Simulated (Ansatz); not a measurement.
Correlation energies of B2H6OSi (`BB[SiH2]O`) by basis set

Cartesian coordinates in Å:
```
B 1.0406 -0.2932 0.8970
B -0.2268 -1.0213 0.8239
Si -0.4045 0.6540 -0.5381
O -0.2386 -0.0354 -2.0240
H 2.0114 0.3611 1.0171
H 0.1191 -0.2485 1.8689
H -1.2418 -1.6175 0.8666
H 0.3435 1.9362 -0.4463
H -1.8403 0.9744 -0.3566
H 0.4373 -0.7097 -2.1085
```

The species carries charge 0 and has multiplicity 1. The structure was optimised at the PBE0-D4/def2-TZVP level. It is one conformer, not always the lowest. Frozen core, restricted reference, Ansatz 0.2.0. CBS rows extrapolate triple and quadruple zeta; past MP2 they add the triple-zeta difference.

```
     basis     HF (Eh)  MP2 corr.
  def2-SVP  -416.41806   -0.47805
def2-TZVPP  -416.68257   -0.59558
def2-QZVPP  -416.69828   -0.63848
```

(1) Estimate the CCSD correlation energy and the (T) correction in each basis where they were run (hartree).

## Answers

(1) 
| basis | CCSD corr. | (T) |
| --- | --- | --- |
| def2-SVP | -0.52462 | -0.01578 |
| def2-TZVPP | -0.63541 | -0.02572 |
| CBS(def2) | -0.71008 | as TZ |
